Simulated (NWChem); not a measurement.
System: C$_{2}$H$_{8}$InN; SMILES C[N](C)[InH2]

```xyz
12

In     0.0000     0.0000    -0.8574
H      0.0000    -1.5701    -1.5626
H      0.0000     1.5701    -1.5626
N      0.0000     0.0000     1.1807
C      0.0000     1.1995     1.9720
C      0.0000    -1.1995     1.9720
H      0.8889     1.2640     2.6346
H     -0.8889     1.2640     2.6346
H      0.0000     2.0979     1.3353
H     -0.8889    -1.2640     2.6346
H      0.8889    -1.2640     2.6346
H      0.0000    -2.0979     1.3353
```
Atoms are numbered in this order, from 1.

Computed with NWChem. The geometry was optimised at PBE0/def2-SVP. Not confirmed as a minimum by frequencies. def2 effective core potentials on In; no spin-orbit coupling.

Problem. Predict the results for TPSS/def2-SVP (core potentials). Quantities: highest occupied level (eV); orbital gap (eV); dipole (D).

Solution. highest occupied level (eV): -4.80
orbital gap (eV): 3.13
dipole (D): 0.47
